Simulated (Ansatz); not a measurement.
`OB[TeH]` + ethane → `CCBO` + H₂Te  (formal exchange of groups at a B–Te bond)

Program: Ansatz. Geometries: PBE0-D4/def2-TZVP. ΔE: electronic, gas phase. CCSD(T)/CBS is the MP2 limit (def2-TZVPP, def2-QZVPP) plus CCSD(T) − MP2 in def2-TZVPP, frozen cores. This one scheme is used for every species. Elements past krypton have def2 core potentials. For Te outer-core shells are correlated without core-valence functions, which leaves a few kJ/mol of doubt a bond. Each species was taken in one conformer, which may not be the lowest.

```json
{"species": "`OB[TeH]`", "CCSD(T)/CBS(def2) energy (Eh)": "-369.55161"}
{"species": "`CC`", "CCSD(T)/CBS(def2) energy (Eh)": "-79.71954"}
{"species": "`CCBO`", "CCSD(T)/CBS(def2) energy (Eh)": "-180.34035"}
{"species": "H₂Te", "CCSD(T)/CBS(def2) energy (Eh)": "-268.91024"}
```

(1) Work out ΔE.

(2) What do rigid-rotor, harmonic-oscillator terms from PBE0-D4/def2-TZVP frequencies (298.15 K, 1 bar) make of the CCSD(T)/CBS value? (An estimate is asked.)

Largest T1 diagnostic among the species: 0.013.

Results:

(1) ΔE = (-180.34035) + (-268.91024) − (-369.55161) − (-79.71954) = 0.02056 Eh = +12.9 kcal/mol.

(2) The calculation gave: ΔZPE = -2.7 kcal/mol, ΔH = +10.5 kcal/mol, ΔS = 11 J/(mol·K), ΔG = +9.7 kcal/mol.

In def2-TZVPP, CCSD(T) changes the Hartree–Fock value by +1.1 kcal/mol (the triples alone add +0.6 kcal/mol) and MP2 by +2.9 kcal/mol. From BLYP to BHLYP (50 % exact exchange), in def2-TZVPP and without D4, ΔE moves by −1.2 kcal/mol. Leaving LDA and LC-ωPBE aside and taking each functional with its dispersion term where it has one, the values, not all of them listed here, spread over 2.7 kcal/mol, from CAM-B3LYP-D4 to revPBE-D4. LDA lies −1.6 kcal/mol from PBE without D4.
